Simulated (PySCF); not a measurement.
Adding and removing an electron: BiCl

r²SCAN; Bi def2-SVPD with ECP60, Cl def2-SVPD; scalar-relativistic core potentials (PySCF 2.14). Neutral (UKS): triplet (π ↑↑), Re = 2.489 Å, ωe = 328 cm⁻¹, De = 3.06 eV, HOMO -5.61 eV, LUMO -3.35 eV.

BiCl⁺ (UKS): doublet (π ↑), Re = 2.386 Å, ωe = 392 cm⁻¹. The energies at the minima are -674.79334 hartree for BiCl and -674.48059 for BiCl⁺.

Question: Work out the adiabatic ionisation energy, without and with harmonic zero-point energies (1 hartree = 27.2114 eV, 1 eV = 8065.5 cm⁻¹), and the change of the bond length.

Answer: At r²SCAN: 0.31275 hartree = 8.510 eV between the minima; the zero-point term (392.0 − 328.0)/2 cm⁻¹ = +0.004 eV makes it 8.514 eV. Re changes by -10.3 pm against the neutral. The electron leaves a π orbital; in so polar a molecule the change of length follows mostly from the change of the ionic charges.

Spin–orbit coupling is left out, which matters for elements this heavy, above all for dissociation energies. States were picked by a PBE0 search and need not be the measured ground states.
